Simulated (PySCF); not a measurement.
## Excitation energy of Ca⁺ by level of theory

Ca⁺ [Ar] 4s1 (2S) → Ca⁺ [Ar] 3d1 (2D), as a difference of total energies. Calculation: PySCF 2.14, in x2c-QZVPPall with one added diffuse shell each of s, p, d, f type (12s8p5d4f, 89 functions); scalar relativity by spin-free X2C-1e. Correlated levels: valence and next inner shell: [Ne] frozen. The calculations carry no spin-orbit coupling.

```json
{"method": "UHF", "excitation energy (eV)": "2.023"}
{"method": "MP2 (valence and next inner shell)", "excitation energy (eV)": "1.952"}
{"method": "SCS-MP2 (valence and next inner shell)", "excitation energy (eV)": "1.939"}
{"method": "CCSD (valence and next inner shell)", "excitation energy (eV)": "1.947"}
{"method": "CCSD(T) (valence and next inner shell)", "excitation energy (eV)": "1.958"}
```

Problem. How much does correlation contribute at CCSD(T) (valence and next inner shell)?

Solution. 1.958 − (2.023) = -0.065 eV, measured against UHF.

Errors of the correlated levels include the incompleteness of this basis and the frozen core.

For comparison: 1.697 eV (measured; NIST levels, between the centres of gravity of the two terms).
